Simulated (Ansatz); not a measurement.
Geometry optimisation, Ansatz 0.2.0, RKS PBE0-D4/6-31G*.

The input (input.yaml):

```yaml
crystal:
  periodic: [false, false, false]
  atoms:
    - { symbol: B, position_ang: [0.129575, 0.275504, -0.051543] }
    - { symbol: H, position_ang: [-0.142378, 0.422739, 1.104829] }
    - { symbol: H, position_ang: [1.227388, 0.409366, -0.510117] }
    - { symbol: F, position_ang: [-0.873765, 0.033918, -0.891222] }
    - { symbol: O, position_ang: [0.1344, -2.11721, 0.963663] }
    - { symbol: Al, position_ang: [-0.79816, -3.117164, -0.091158] }
    - { symbol: H, position_ang: [0.066927, -4.20518, -0.854326] }
    - { symbol: H, position_ang: [-2.384534, -2.970011, -0.207334] }
    - { symbol: H, position_ang: [-0.310753, -1.402562, 1.474908] }
basis:
  gaussian: { orbitals: "6-31G*" }
hamiltonian:
  xc: pbe0
  dispersion: d4
relax:
  f_tol: 0.03
  max_steps: 50
output:
  orbitals: {}
```

Run as:

```bash
$ ansatz run input.yaml --threads 1 --pin off --max-ram 2048MiB --backend cpu --events-out ev --progress --plain --runs-dir out
```

Problem. Where does it end, and by what steps?

Solution. It converged. After 12 steps the energy has fallen by 1.621 eV; H7 moved furthest, 0.86 Å. Joined: B1–O5 (2.60 → 1.53 Å), F4–Al6 (3.25 → 1.83 Å).

```
step  energy less start (eV)  largest force component (eV/Å)  accepted
   0                  0.0000                           0.937       yes
   1                 -0.0266                           1.537       yes
   2                 -0.0846                           1.728       yes
   3                 -0.2536                           1.203       yes
   4                 -0.5715                           1.250       yes
   5                 -0.9976                           1.382       yes
   6                 -1.4718                           1.157       yes
   7                 -1.3883                           2.427        no
   8                 -1.5977                           0.699       yes
   9                 -1.6156                           0.244       yes
  10                 -1.6179                           0.229       yes
  11                 -1.6203                           0.067       yes
  12                 -1.6210                           0.025       yes
```

```xyz
9
Properties=species:S:1:pos:R:3
B 0.178 -0.306 0.183
H -0.380 0.587 0.758
H 1.258 -0.136 -0.303
F -0.762 -0.807 -0.990
O 0.130 -1.613 0.974
Al -0.828 -2.531 -0.386
H 0.087 -3.461 -1.277
H -2.263 -2.903 0.185
H -0.370 -1.499 1.794
```

Whether the end is a true minimum wasn't checked by a vibrational analysis.

Run time: 61 s on 1 thread of Intel(R) Xeon(R) Platinum 8259CL CPU @ 2.50GHz (Skylake/Cascade Lake), with other jobs on the host, peak memory 0.18 GiB.
